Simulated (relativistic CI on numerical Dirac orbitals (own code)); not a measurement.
**Transition arrays of Ag IV**

Computed by Dirac-Coulomb-Breit CI, orbitals from a KLI potential per configuration, model QED, valence Slater integrals scaled by 0.9, whole transition arrays (own radial code, finite nucleus).

CI space (outside the closed core [Ar] 3d10 4s2): 4p6 4d8, 4p6 4d7 4f, 4p5 4d9, 4p6 4d7 5p, 4p6 4d7 5f. Levels of other configurations are missing.

All E1 lines from the levels of 4p6 4d8; mean and standard deviation are weighted by gf, and upper levels are sorted by their leading configuration.

| Upper configuration | Lines | Σgf | Mean (eV) | Mean (nm) | σ (eV) | Strongest line (nm) |
| --- | --- | --- | --- | --- | --- | --- |
| 4p6 4d7 4f | 686 | 50.9 | 36.39 | 34.070 | 1.33 | 34.777 |
| 4p5 4d9 | 60 | 97.7 | 61.93 | 20.020 | 3.60 | 18.532 |
| 4p6 4d7 5p | 466 | 41.3 | 22.02 | 56.312 | 1.29 | 58.592 |
| 4p6 4d7 5f | 756 | 166.3 | 42.98 | 28.845 | 1.66 | 27.574 |

Σgf per state of the lower configuration in bins of 1 nm over the central range (centre: value): 18.5: 0.54, 19.5: 0.60, 20.5: 0.51, 21.5: 0.45, 22.5: 0.05, 26.5: 0.09, 27.5: 0.58, 28.5: 1.77, 29.5: 0.68, 30.5: 0.38, 31.5: 0.18, 32.5: 0.06, 33.5: 0.57, 34.5: 0.25, 35.5: 0.18, 36.5: 0.05, 37.5: 0.02, 49.5: 0.03, 50.5: 0.03, 53.5: 0.05, 54.5: 0.12, 55.5: 0.16, 56.5: 0.13, 57.5: 0.10, 58.5: 0.12.

Q: How do configuration mixing and the scaling of the Slater integrals move the arrays?

A: Slater scale 0.9, no configuration mixing: 4p6 4d7 4f 37.6 ± 1.4 eV (Σgf 131.6), 4p5 4d9 61.4 ± 3.6 eV (Σgf 57.9), 4p6 4d7 5p 22.0 ± 1.2 eV (Σgf 48.4), 4p6 4d7 5f 42.5 ± 1.5 eV (Σgf 88.8); Slater scale 1: 4p6 4d7 4f 36.5 ± 1.5 eV (Σgf 48.0), 4p5 4d9 62.3 ± 3.9 eV (Σgf 102.4), 4p6 4d7 5p 22.1 ± 1.4 eV (Σgf 40.8), 4p6 4d7 5f 43.1 ± 1.9 eV (Σgf 168.4); Slater scale 0.8: 4p6 4d7 4f 36.3 ± 1.3 eV (Σgf 52.3), 4p5 4d9 61.6 ± 3.4 eV (Σgf 92.9), 4p6 4d7 5p 21.9 ± 1.1 eV (Σgf 41.9), 4p6 4d7 5f 42.8 ± 1.5 eV (Σgf 165.5). With mixing, levels are counted to their leading configuration, so an array can shrink or vanish into another, and the sums then hold other lines.
